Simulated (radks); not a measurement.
Sn32+, configuration [Ar].

Calculated with a radial shooting solver on a logarithmic mesh with Libxc functionals: scalar-relativistic Kohn-Sham, PBE, spin-polarised, spherical densities, point nucleus.

Energy parts (eV):
part                       energy
total                 -147488.152
kinetic                154878.757
electron-nucleus      -324341.629
Hartree                 24958.949
exchange-correlation    -2984.228

Orbitals (lengths in bohr, moments of r in powers of bohr; <r^-3> diverges for s and p1/2; r(max) is where P^2 peaks; r(90%) holds 90 % of the orbital's charge):
| orbital | occ. | eigenvalue (eV) | <r^2> | r(90%) | <r^-3> | r(max) |
|---|---|---|---|---|---|---|
| 1s | 2 | -30662.08 | 0.001143 | 0.0522 | - | 0.01878 |
| 2s | 2 | -5995.137 | 0.01818 | 0.192 | - | 0.1057 |
| 2p | 6 | -5558.491 | 0.01431 | 0.176 | 4770 | 0.08461 |
| 3s | 2 | -2198.329 | 0.1088 | 0.449 | - | 0.2902 |
| 3p | 6 | -2058.962 | 0.1046 | 0.446 | 1129 | 0.2802 |

The highest occupied level is 3p at -2059.0 eV. The density falls to 0.001 e/bohr^3 at r = 0.89 bohr. For comparison, the ionisation energy in NIST's Atomic Spectra Database is 2074 eV (semi-empirical). In exact Kohn-Sham theory the highest level is minus the ionisation energy, but local and semilocal functionals leave it too shallow, through self-interaction and a potential that decays too fast; potentials with the right tail come closer.
